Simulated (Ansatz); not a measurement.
`BrBB1C=C1` + H₂ → `BBr` + `B1C=C1` at 298.15 K and 1 bar (hydrogenolysis of a B–B bond).

Isolated molecules relaxed with PBE0-D4/def2-TZVP in Ansatz; ΔE leaves out vibrations. CCSD(T)/CBS is the MP2 limit (def2-TZVPP, def2-QZVPP) plus CCSD(T) − MP2 in def2-TZVPP, frozen cores. This one scheme is used for every species. For Br outer-core shells are correlated without core-valence functions, which leaves a few kJ/mol of doubt a bond. Scalar relativity is left out up to krypton. Each species was taken in one conformer, which may not be the lowest.

| species | CCSD(T)/CBS energy (Eh) | H − E (kJ/mol) | S (J/(mol·K)) |
| --- | --- | --- | --- |
| `BrBB1C=C1` | -2700.77914 | 142.2 | 330.9 |
| H₂ | -1.17544 | 35.1 | 130.4 |
| `BBr` | -2599.32470 | 64.6 | 245.8 |
| `B1C=C1` | -102.63332 | 121.3 | 240.1 |

H − E and S are ideal-gas, rigid-rotor, harmonic terms from PBE0-D4/def2-TZVP, for one conformer and one mirror image of each species. For small species the MP2-based limit differs from directly extrapolated CCSD(T) by up to some mEh (0.8 for H₂); such offsets cancel only in part. 1 Eh = 2625.50 kJ/mol, R = 8.31446 J/(mol·K).

Task: By hand: ΔE, ΔH, ΔS and ΔG.

Result: ΔE = (-2599.32470) + (-102.63332) − (-2700.77914) − (-1.17544) = -0.00344 Eh = -9.0 kJ/mol. Δ(H − E) = 64.6 + 121.3 − 142.2 − 35.1 = 8.6, so ΔH = -0.4 kJ/mol. ΔS = 245.8 + 240.1 − 330.9 − 130.4 = 24.6 J/(mol·K). ΔG = -0.4 − 298.15 × (24.6)/1000 = -7.7 kJ/mol.

Task: By hand: the equilibrium constant, and the temperature at which ΔG would vanish if ΔH and ΔS stayed fixed.

Result: log₁₀ K = −ΔG/(RT ln 10) = 1.3. ΔH and −TΔS have one sign here, so there is no such temperature. One of them is within its doubt of zero, so this could turn.

TΔS isn't small against ΔH here. A doubt of 5 kJ/mol in ΔE shifts log₁₀ K by 0.9 here. Other conformers and mirror images would add mixing entropy, several J/(mol·K) or more a flexible species. These are equilibria of isolated gas molecules and say nothing of rates. Largest T1 diagnostic: 0.012 (customary marks: 0.02 for closed shells, 0.045 for open ones).
